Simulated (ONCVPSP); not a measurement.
**Which change was made? (Cs, ONCV)**

ONCVPSP 4.0.1 input, shortened (lines: element, Z, core and valence counts, functional; n l f; lmax; l rc ep ncon nbas qcut; lloc lpopt rc5 dvloc0; l nproj debl; icmod fcfact rcfact), PBE, fully relativistic:

```
  Cs 55.00    9    3        4      upf
    1    0    2.00
    2    0    2.00
    2    1    6.00
    3    0    2.00
    3    1    6.00
    3    2   10.00
    4    0    2.00
    4    1    6.00
    4    2   10.00
    5    0    2.00
    5    1    6.00
    6    0    1.00
    2
    0    3.00    0.00    5    9    3.90
    1    3.05    0.00    4    9    4.00
    2    2.40    0.30    4    8    3.40
    4    2    2.05   -1.00
    0    2    0.90
    1    2    0.80
    2    3    3.00
    0    0.00    0.00
```

Open shells are filled in proportion to 2j + 1.

In the d channel the program set the typed energies aside and used 0.050, 3.050, 6.050 Ha (j = l + 1/2; the other j can differ).

Cutoffs, loose and tight: the cutoffs (Ha) at which the residual kinetic energy of the hardest occupied pseudo-wave falls to 1 and 0.1 mHa per electron. They do not see the model core or the augmentation charge, which bear on the density cutoff. Test errors are all-electron minus pseudo excitation energies from the reference, over the configurations 5s2 5p6 6s0; 5s2 5p6 6s0.5; 5s2 5p6 6s0 6p1; 5s1 5p6 6s1; variants that change the core or the reference have their own tests.

The base gives: outcome: generated, projector energies reset by the program; cutoff, loose: 5.4 Ha; cutoff, tight: 7.0 Ha; bound ghosts: none; GHOST(+) flags above zero: none; largest test error (meV): -72.

Task: After one change the result is: outcome: generated, projector energies reset by the program; cutoff, loose: 6.6 Ha; cutoff, tight: 8.2 Ha; bound ghosts: none; GHOST(+) flags above zero: s; largest test error (meV): -44. Which change was it?
A. reference 5s2 5p6 6s0.75 6p0.25; wave 5p: rc 3.05 bohr, ncon 4, nbas 9, qcut 4 1/bohr, 2 projectors, debl 0.8 Ha becomes 5p+6p: rc 3.05 bohr, ncon 4, nbas 9, qcut 4 1/bohr, 2 projectors
B. s: rc 3.84
C. s: qcut 4.5; p: qcut 4.7; d: qcut 4

Result: C. The others give: reference 5s2 5p6 6s0.75 6p0.25; wave 5p: rc 3.05 bohr, ncon 4, nbas 9, qcut 4 1/bohr, 2 projectors, debl 0.8 Ha becomes 5p+6p: rc 3.05 bohr, ncon 4, nbas 9, qcut 4 1/bohr, 2 projectors → outcome: generated, projector energies reset by the program; cutoff, loose: 5.4 Ha; cutoff, tight: 7.0 Ha; bound ghosts: none; GHOST(+) flags above zero: none; largest test error (meV): +0.1 | s: rc 3.84 → outcome: generated, projector energies reset by the program; cutoff, loose: 4.2 Ha; cutoff, tight: 5.1 Ha; bound ghosts: none; GHOST(+) flags above zero: none; largest test error (meV): -219.
